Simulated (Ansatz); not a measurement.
`CSBCl` → `[CH2]` (triplet) + `SBCl` at 500 K and 1 bar (formal loss of a carbene).

Computed with Ansatz on PBE0-D4/def2-TZVP structures; ΔE is electronic, products minus reactants. CBS: MP2 limit from def2 TZ/QZ plus the TZ coupled-cluster correction, frozen cores. This one scheme is used for every species. Triplets are unrestricted, without spin–orbit coupling. Each species was taken in one conformer, which may not be the lowest.

```json
{"species": "`CSBCl`", "CCSD(T)/CBS energy (Eh)": "-922.86962", "H − E (kJ/mol)": "176.1", "S (J/(mol·K))": "371.6"}
{"species": "`[CH2]` (triplet)", "CCSD(T)/CBS energy (Eh)": "-39.09499", "H − E (kJ/mol)": "62.7", "S (J/(mol·K))": "213.9"}
{"species": "`SBCl`", "CCSD(T)/CBS energy (Eh)": "-883.61129", "H − E (kJ/mol)": "88.8", "S (J/(mol·K))": "313.7"}
```

H − E and S are ideal-gas, rigid-rotor, harmonic terms from PBE0-D4/def2-TZVP, for one conformer and one mirror image of each species, with the whole ground term of open shells counted as degenerate. 1 Eh = 2625.50 kJ/mol, R = 8.31446 J/(mol·K).

Question: By hand: ΔE, ΔH, ΔS and ΔG.

Answer: ΔE = (-39.09499) + (-883.61129) − (-922.86962) = 0.16334 Eh = 428.8 kJ/mol. Δ(H − E) = 62.7 + 88.8 − 176.1 = -24.6, so ΔH = 404.2 kJ/mol. ΔS = 213.9 + 313.7 − 371.6 = 156.0 J/(mol·K). ΔG = 404.2 − 500 × (156.0)/1000 = 326.2 kJ/mol.

Question: By hand: the equilibrium constant, and the temperature at which ΔG would vanish if ΔH and ΔS stayed fixed.

Answer: log₁₀ K = −ΔG/(RT ln 10) = -34.1. ΔG = 0 at ΔH/ΔS = 2591 K, far beyond where these terms or the molecules hold.

The number of gas molecules changes by +1, which sets the sign of ΔS. A doubt of 5 kJ/mol in ΔE shifts log₁₀ K by 0.5 here. Other conformers and mirror images would add mixing entropy, several J/(mol·K) or more a flexible species. A triplet takes part, so the spin changes. These are equilibria of isolated gas molecules and say nothing of rates. Largest T1 diagnostic: 0.013 (customary marks: 0.02 for closed shells, 0.045 for open ones).
